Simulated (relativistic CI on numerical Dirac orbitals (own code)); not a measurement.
## Line list: Forbidden lines, Ir XII

Calculated at this level of theory: Dirac-Coulomb-Breit CI, separate exchange-only KLI orbitals for each configuration, a model potential for QED, unscaled Slater integrals (own radial code, finite nucleus).

Configurations in the expansion (outside the closed core [Kr] 4d10): 4f¹⁴5s²5p⁴, 4f¹³5s²5p⁵, 4f¹⁴5s5p⁵, 4f¹⁴5s²5p³5d, 4f¹⁴5s5p⁴5d, 4f¹⁴5s²5p³5f, 4f¹³5s²5p⁴5d, 4f¹⁴5s²5p³5g, 4f¹⁴5s²5p³6s, 4f¹⁴5p⁶, 4f¹³5p⁶5d. Double excitations out of closed p, d and f shells are left out; levels of such configurations are missing from the list, as are those of other unlisted configurations, and high levels can miss mixing partners.

| λ vac (Å) | Lower | Upper | Type | A (s⁻¹) | E lower (cm⁻¹) | E upper (cm⁻¹) |
| --- | --- | --- | --- | --- | --- | --- |
| 227.80 | 4f¹³5s²5p⁵ ³G5 [7] | 4f¹³5s²5p⁴5d ³I°7 [73] | M2 | 1.40e+02 | 241127 | 680112 |
| 235.05 | 4f¹³5s²5p⁵ ³G5 [7] | 4f¹³5s²5p⁴5d ⁵H°7 [59] | M2 | 6.84e+01 | 241127 | 666577 |
| 364.15 | 4f¹⁴5s²5p⁴ ³P2 [1] | 4f¹³5s²5p⁵ ³D1 [12] | E2 | 8.83e+02 | 0 | 274615 |
| 367.83 | 4f¹⁴5s²5p⁴ ³P2 [1] | 4f¹³5s²5p⁵ ³G4 [11] | E2 | 9.21e+02 | 0 | 271863 |
| 378.28 | 4f¹⁴5s²5p⁴ ³P2 [1] | 4f¹³5s²5p⁵ ³F2 [10] | E2 | 1.06e+03 | 0 | 264356 |
| 386.99 | 4f¹⁴5s²5p⁴ ¹D2 [4] | 4f¹³5s²5p⁵ ³G3 [16] | E2 | 9.75e+02 | 140868 | 399276 |
| 389.36 | 4f¹⁴5s²5p⁴ ³P2 [1] | 4f¹³5s²5p⁵ ³F3 [9] | E2 | 6.44e+02 | 0 | 256831 |
| 391.30 | 4f¹⁴5s²5p⁴ ³P2 [1] | 4f¹³5s²5p⁵ ¹D2 [8] | M1 | 3.40e+02 | 0 | 255559 |
| 391.30 | 4f¹⁴5s²5p⁴ ³P2 [1] | 4f¹³5s²5p⁵ ¹D2 [8] | E2 | 1.67e+03 | 0 | 255559 |
| 394.83 | 4f¹⁴5s²5p⁴ ³P1 [3] | 4f¹³5s²5p⁵ ³D3 [14] | E2 | 3.01e+03 | 125582 | 378853 |
| 415.49 | 4f¹⁴5s²5p⁴ ¹D2 [4] | 4f¹³5s²5p⁵ ¹G4 [15] | E2 | 1.91e+03 | 140868 | 381545 |
| 423.62 | 4f¹⁴5s²5p⁴ ³P2 [1] | 4f¹³5s²5p⁵ ¹F3 [6] | E2 | 2.23e+03 | 0 | 236060 |
| 426.33 | 4f¹⁴5s²5p⁴ ³P2 [1] | 4f¹³5s²5p⁵ ³F4 [5] | E2 | 2.98e+03 | 0 | 234563 |
| 430.87 | 4f¹⁴5s²5p⁴ ¹S0 [2] | 4f¹³5s²5p⁵ ³F2 [10] | E2 | 2.18e+02 | 32268 | 264356 |
| 447.85 | 4f¹⁴5s²5p⁴ ¹S0 [2] | 4f¹³5s²5p⁵ ¹D2 [8] | E2 | 2.64e+03 | 32268 | 255559 |
| 636.10 | 4f¹⁴5s²5p⁴ ³P1 [3] | 4f¹⁴5s²5p⁴ ³P0 [13] | M1 | 1.12e+05 | 125582 | 282790 |
| 658.16 | 4f¹³5s²5p⁵ ³F3 [9] | 4f¹³5s²5p⁵ ¹D2 [18] | E2 | 1.16e+03 | 256831 | 408771 |
| 658.16 | 4f¹³5s²5p⁵ ³F3 [9] | 4f¹³5s²5p⁵ ¹D2 [18] | M1 | 1.57e+04 | 256831 | 408771 |
| 670.99 | 4f¹⁴5s²5p⁴ ³P1 [3] | 4f¹³5s²5p⁵ ³D1 [12] | E2 | 1.89e+02 | 125582 | 274615 |
| 680.35 | 4f¹³5s²5p⁵ ³F4 [5] | 4f¹³5s²5p⁵ ¹G4 [15] | M1 | 1.39e+04 | 234563 | 381545 |
| 687.35 | 4f¹³5s²5p⁵ ¹F3 [6] | 4f¹³5s²5p⁵ ¹G4 [15] | E2 | 1.06e+03 | 236060 | 381545 |
| 687.35 | 4f¹³5s²5p⁵ ¹F3 [6] | 4f¹³5s²5p⁵ ¹G4 [15] | M1 | 4.66e+03 | 236060 | 381545 |
| 692.45 | 4f¹³5s²5p⁵ ³F2 [10] | 4f¹³5s²5p⁵ ¹D2 [18] | M1 | 1.86e+04 | 264356 | 408771 |
| 693.05 | 4f¹³5s²5p⁵ ³F4 [5] | 4f¹³5s²5p⁵ ³D3 [14] | M1 | 1.21e+04 | 234563 | 378853 |
| 700.31 | 4f¹³5s²5p⁵ ¹F3 [6] | 4f¹³5s²5p⁵ ³D3 [14] | M1 | 1.76e+04 | 236060 | 378853 |
| 702.02 | 4f¹³5s²5p⁵ ³F3 [9] | 4f¹³5s²5p⁵ ³G3 [16] | E2 | 9.53e+02 | 256831 | 399276 |
| 702.02 | 4f¹³5s²5p⁵ ³F3 [9] | 4f¹³5s²5p⁵ ³G3 [16] | M1 | 1.27e+04 | 256831 | 399276 |
| 704.61 | 4f¹⁴5s²5p⁴ ¹D2 [4] | 4f¹⁴5s²5p⁴ ³P0 [13] | E2 | 6.82e+03 | 140868 | 282790 |
| 709.88 | 4f¹⁴5s²5p⁴ ³P2 [1] | 4f¹⁴5s²5p⁴ ¹D2 [4] | E2 | 1.70e+03 | 0 | 140868 |
| 709.88 | 4f¹⁴5s²5p⁴ ³P2 [1] | 4f¹⁴5s²5p⁴ ¹D2 [4] | M1 | 2.13e+04 | 0 | 140868 |
| 712.16 | 4f¹³5s²5p⁵ ³G5 [7] | 4f¹³5s²5p⁵ ¹G4 [15] | M1 | 2.77e+04 | 241127 | 381545 |
| 720.60 | 4f¹⁴5s²5p⁴ ³P1 [3] | 4f¹³5s²5p⁵ ³F2 [10] | E2 | 1.15e+02 | 125582 | 264356 |
| 726.08 | 4f¹³5s²5p⁵ ³G5 [7] | 4f¹³5s²5p⁵ ³D3 [14] | E2 | 1.69e+03 | 241127 | 378853 |
| 730.42 | 4f¹³5s²5p⁵ ³G4 [11] | 4f¹³5s²5p⁵ ¹D2 [18] | E2 | 1.80e+03 | 271863 | 408771 |
| 741.18 | 4f¹³5s²5p⁵ ³F2 [10] | 4f¹³5s²5p⁵ ³G3 [16] | M1 | 3.40e+03 | 264356 | 399276 |
| 745.40 | 4f¹³5s²5p⁵ ³D1 [12] | 4f¹³5s²5p⁵ ¹D2 [18] | M1 | 1.37e+04 | 274615 | 408771 |
| 763.39 | 4f¹⁴5s²5p⁴ ¹D2 [4] | 4f¹³5s²5p⁵ ³G4 [11] | E2 | 6.55e+01 | 140868 | 271863 |
| 784.85 | 4f¹³5s²5p⁵ ³G4 [11] | 4f¹³5s²5p⁵ ³G3 [16] | M1 | 2.68e+04 | 271863 | 399276 |
| 796.29 | 4f¹⁴5s²5p⁴ ³P2 [1] | 4f¹⁴5s²5p⁴ ³P1 [3] | E2 | 9.08e+02 | 0 | 125582 |
| 796.29 | 4f¹⁴5s²5p⁴ ³P2 [1] | 4f¹⁴5s²5p⁴ ³P1 [3] | M1 | 3.19e+04 | 0 | 125582 |
| 811.07 | 4f¹³5s²5p⁵ ¹D2 [8] | 4f¹³5s²5p⁵ ³D3 [14] | M1 | 1.39e+04 | 255559 | 378853 |
| 1071.7 | 4f¹⁴5s²5p⁴ ¹S0 [2] | 4f¹⁴5s²5p⁴ ³P1 [3] | M1 | 6.40e+03 | 32268 | 125582 |
| 3253.5 | 4f¹³5s²5p⁵ ³G5 [7] | 4f¹³5s²5p⁵ ³G4 [11] | M1 | 3.98e+02 | 241127 | 271863 |
| 3534.0 | 4f¹³5s²5p⁵ ¹F3 [6] | 4f¹³5s²5p⁵ ³F2 [10] | M1 | 2.44e+02 | 236060 | 264356 |
| 4490.7 | 4f¹³5s²5p⁵ ³F4 [5] | 4f¹³5s²5p⁵ ³F3 [9] | M1 | 1.98e+02 | 234563 | 256831 |

Terms are leading LS components. Brackets give the number of a level in order of energy, since labels repeat. The list gives strong lines, with weight on those to low levels, among the lowest 200 of 504 levels, so that lines to higher ones, which can be the strongest, are missing. Levels whose partners in the same complex of configurations lie outside the list can be far off, and so can their lines. Rates are taken at the computed energies, electric ones in the length gauge.

At this charge transitions that keep the count of f electrons are usually good to a few per cent. Levels and lines within the n = 5 or 6 shells can be off by up to 10 % or somewhat more, and those that change n by about 2 %, since core polarisation is missing. Levels that differ in their count of f electrons can be misplaced by several ten thousand cm⁻¹, since the correlation energy of f electrons is missing or only estimated; rates across such gaps can be off by orders of magnitude.

LS names give the leading component of a level, which can be under half, so a name can repeat, a term be missing and a line seem to break the LS rules.
